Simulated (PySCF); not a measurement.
# Ionisation energy along the 3-electron series

Calculated with PySCF 2.14 and a two-component X2C-1e Hamiltonian (Gaussian nucleus, no Breit or QED terms), each ion in its own even-tempered basis scaled to its charge; GMP2 freezes nothing and drops the highest virtual spinors. Values in eV. NIST values: (m) measured, (s) semi-empirical, (t) theoretical.

```csv
ion,configuration,GHF (screened spin-orbit),GMP2 (screened spin-orbit),NIST
O⁵⁺,[He] 2s1,138.00,138.12,138.12 (s)
F⁶⁺,[He] 2s1,185.06,185.19,185.19 (m)
Ne⁷⁺,[He] 2s1,238.98,239.11,239.10 (s)
```

Between Z = 8 and Z = 10 the GMP2 (screened spin-orbit) value grows as Z to the power 2.46.
